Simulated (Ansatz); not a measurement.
A structure relaxed at PBE0-D4/def2-SVP in Ansatz, charge 0, singlet:

```tsv
atom	x (Å)	y (Å)	z (Å)
Be1	0.492	-1.160	-0.643
Be2	-0.492	1.165	0.635
Be3	1.468	-3.506	-1.927
Be4	-1.466	3.498	1.942
O5	-0.984	2.334	1.285
O6	0.984	-2.334	-1.286
O7	-0.001	0.003	-0.007
```

(1) Give its formula and point group.

(2) Summarise the bond lengths by kind (pairs closer than 1.2 times the sum of covalent radii, bridged metal pairs left out).

Answers

(1) Be₄O₃. Point group D∞h (tolerance 0.1 Å).

(2) 6 × Be–O 1.41 to 1.43 Å.

The restricted singlet is unstable towards broken spin symmetry in Hartree–Fock (as tested in another run); at PBE0-D4/def2-SVP this wasn't settled. Another isomer (singlet) lies 2.99 eV lower at PBE0-D4/def2-TZVP; other spin states weren't run for this one.
